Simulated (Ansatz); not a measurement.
Consider the formal exchange of groups at a C–C bond: `CCOC=O` + dimethyl ether → `COCCOC=O` + CH₄.

Gas-phase electronic energies from Ansatz, PBE0-D4/def2-TZVP geometries. CCSD(T)/CBS is the MP2 limit (def2-TZVPP, def2-QZVPP) plus CCSD(T) − MP2 in def2-TZVPP, frozen cores. This one scheme is used for every species. Functionals use def2-TZVPP. One conformer a species, not always the lowest.

```tsv
level	ΔE (eV)
r2SCAN	-0.15
HF/def2-TZVPP	-0.05
```

Task: What does CCSD(T)/CBS give? (Estimate.)

Result: Computed: -0.15 eV. The listed levels differ from it by 0.00, 0.10 eV.

Largest T1 diagnostic among the species: 0.014.

The D4 term adds −0.07 eV with B3LYP and −0.05 eV with PBE0; it sums over pairs of atoms, weighted by their polarisabilities, and B3LYP, whose exchange is more repulsive, gets the larger term. In def2-TZVPP, CCSD(T) changes the Hartree–Fock value by −0.11 eV (the triples alone add −0.02 eV) and MP2 by −0.11 eV.

B3LYP here is the variant with VWN-RPA as its local correlation; programs differ in this.
